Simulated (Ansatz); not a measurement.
Program: Ansatz. Geometries: PBE0-D4/def2-TZVP. ΔE: electronic, gas phase. CBS: MP2 limit from def2 TZ/QZ plus the TZ coupled-cluster correction, frozen cores. Functionals use def2-TZVPP. For Ge outer-core shells are correlated without core-valence functions, which leaves a few kJ/mol of doubt a bond. Scalar relativity is left out up to krypton. One conformer a species, not always the lowest.

`OC[B](Cl)[GeH3]` + `BC(=C)O` → `BC(=C)[O][GeH3]` + `OCBCl`  (cleavage of the Ge–B bond)

`OC[B](Cl)[GeH3]`:

Z-matrix (Å, degrees):
```
C
B 1 1.562
O 1 1.415 2 116.6
H 1 1.098 2 107.8 3 119.6
H 1 1.104 2 109.0 3 -127.8
Ge 2 2.071 1 122.6 3 2.4
Cl 2 1.750 1 117.5 3 -177.2
H 3 0.961 1 108.8 2 -53.4
H 6 1.544 2 110.5 1 39.8
H 6 1.536 2 112.4 1 160.8
H 6 1.538 2 109.7 1 -78.1
```

`BC(=C)O`:

Cartesian coordinates in Å:
```
B 1.195 -0.359 0.249
C -0.185 0.117 -0.223
C -1.233 0.079 0.617
O -0.382 0.585 -1.490
H 1.331 -0.763 1.362
H 2.134 -0.325 -0.499
H -2.224 0.407 0.320
H -1.091 -0.290 1.623
H 0.455 0.549 -1.960
```

`BC(=C)[O][GeH3]`:

Z-matrix (Å, degrees):
```
Ge
O 1 1.793
H 1 1.536 2 109.6
H 1 1.531 2 102.0 3 118.8
H 1 1.536 2 109.6 3 -122.4
C 2 1.360 1 123.6 3 61.0
C 6 1.347 2 117.9 1 -180.0
B 6 1.537 2 124.0 1 0.1
H 7 1.081 6 119.5 2 180.0
H 7 1.086 6 121.8 2 -0.0
H 8 1.198 6 121.9 2 0.1
H 8 1.193 6 118.8 2 -179.9
```

`OCBCl`:

Cartesian coordinates in Å:
```
O 0.589 0.613 -1.333
C 0.492 0.459 0.059
B -0.546 -0.535 0.639
Cl -1.574 -1.454 -0.437
H -0.049 0.023 -1.747
H 0.293 1.436 0.533
H 1.472 0.162 0.476
H -0.676 -0.704 1.811
```

```
          species  ωB97X-V energy (Eh)
`OC[B](Cl)[GeH3]`          -2678.77985
        `BC(=C)O`           -179.26184
`BC(=C)[O][GeH3]`          -2257.28482
          `OCBCl`           -600.76910
```

Question: Work out ΔE.

Answer: ΔE = (-2257.28482) + (-600.76910) − (-2678.77985) − (-179.26184) = -0.01223 Eh = -7.7 kcal/mol. CCSD(T)/CBS gives -6.7 kcal/mol.

Largest T1 diagnostic among the species: 0.013.

From PBE to PBE0 (25 % exact exchange), in def2-TZVPP and without D4, ΔE moves by −0.7 kcal/mol. In def2-TZVPP, CCSD(T) changes the Hartree–Fock value by +3.9 kcal/mol (the triples alone add +0.1 kcal/mol) and MP2 by +2.8 kcal/mol.
